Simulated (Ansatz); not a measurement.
Two structures of AlSiH6ClO2F, doublet, reached by relaxing down either side of one saddle point (PBE0-D4/def2-TZVP). Energies are electronic, without zero-point energy. Computed with Ansatz 0.2.0 (basis: def2-TZVPP and def2-QZVPP); correlated methods freeze the cores; orbitals are unrestricted. Extrapolation: Hartree–Fock as exp(−7.88 √X), correlation as X^−2.97. First:

```tsv
atom	x (Å)	y (Å)	z (Å)
Al1	-1.1845	0.1032	0.9936
O2	-0.0520	-0.4476	-0.2609
Si3	-0.2666	-0.7362	-1.8795
Cl4	-2.3882	1.7079	0.2795
H5	1.1160	0.5916	1.7778
O6	0.2134	0.9203	2.0550
H7	1.3007	-0.3929	0.2576
F8	2.0928	-0.1908	0.8257
H9	-1.6529	-1.2124	-2.1130
H10	0.7041	-1.7817	-2.2882
H11	-0.0226	0.5005	-2.6613
H12	0.1395	0.9383	3.0135
```

Second:

Al1  (-1.180, 0.146, 1.152)
O2  (-0.012, -0.574, -0.185)
Si3  (-0.273, -0.695, -1.859)
Cl4  (-2.279, 1.552, -0.037)
H5  (1.422, 0.425, 1.589)
O6  (0.178, 0.840, 2.072)
H7  (0.941, -0.489, 0.129)
F8  (2.115, -0.016, 0.998)
H9  (-1.658, -1.180, -2.012)
H10  (0.714, -1.686, -2.345)
H11  (-0.060, 0.618, -2.500)
H12  (0.090, 1.059, 2.999)
(Å)

Question: Which bonds change from the first to the second?

Answer: AlSiH₃ClO ([SiH3][O][Al][Cl]) + H₂O + HF → AlHClO ([OH][Al][Cl]) + SiH₄O ([OH][SiH3]) + HF; bonds formed: O2–H7, H5–F8; dative contacts that become bonds: Al1–O6; bonds broken: H5–O6, H7–F8.

Question: Give the saddle point's structure and its height above each. (To be estimated.)

Answer: Computed: 0.208 eV above the first and 0.139 eV above the second (CCSD(T) at an estimated basis limit (MP2 extrapolated from triple and quadruple zeta, plus CCSD(T) − MP2 in triple zeta)).
Al1  (-1.173, 0.128, 1.092)
O2  (-0.010, -0.520, -0.199)
Si3  (-0.244, -0.722, -1.852)
Cl4  (-2.309, 1.628, 0.088)
H5  (1.211, 0.498, 1.620)
O6  (0.219, 0.865, 2.053)
H7  (1.027, -0.384, 0.190)
F8  (1.998, -0.039, 0.886)
H9  (-1.641, -1.170, -2.035)
H10  (0.714, -1.758, -2.298)
H11  (0.008, 0.554, -2.556)
H12  (0.199, 0.922, 3.009)
(Å)

T1 diagnostic: at most 0.012. ⟨S²⟩ of the unrestricted Hartree–Fock references: 0.75 (a pure state has 0.75).

Labels in which every atom is bracketed show which atoms are joined, not bond orders.

For scale, one of the runs: CCSD(T)/def2-TZVPP, 303 basis functions, launched by `ansatz run in.yaml --threads 4 --pin off --events-out ev --progress --plain --max-ram 66560MiB --backend cuda --devices 0, --max-vram 37GiB`. The run took 22 s on 4 CPU threads of an AMD EPYC 7R13 and a share of one NVIDIA H100 (shared host), with 0.84 GiB of host memory at its peak.
